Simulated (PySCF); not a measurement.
## Pb⁶³⁺: fine-structure interval

Pb⁶³⁺ [Ar] 3d1 [3d3/2^1, M_J = 3/2] → Pb⁶³⁺ [Ar] 3d1 [3d5/2^1, M_J = 5/2], as a difference of total energies. Computed with PySCF 2.14 in an even-tempered Gaussian basis (15 s from 21 bohr⁻², ratio 2.8; 12 p from 27 bohr⁻², ratio 2.8; 8 d from 27 bohr⁻², ratio 2.8; 3 f from 82 bohr⁻², ratio 3), with the two-component X2C-1e Hamiltonian. Correlated levels: [Ne] frozen; the 70 highest virtual spinors dropped. "Screened" scales the spin-orbit matrix elements by Boettger's factors to mimic the two-electron term; Breit and QED terms are absent.

| method | fine-structure interval (cm⁻¹) |
| --- | --- |
| GHF (screened spin-orbit) | 1014700 |
| GMP2 (screened spin-orbit) | 1015600 |
| GHF (bare spin-orbit) | 1157400 |
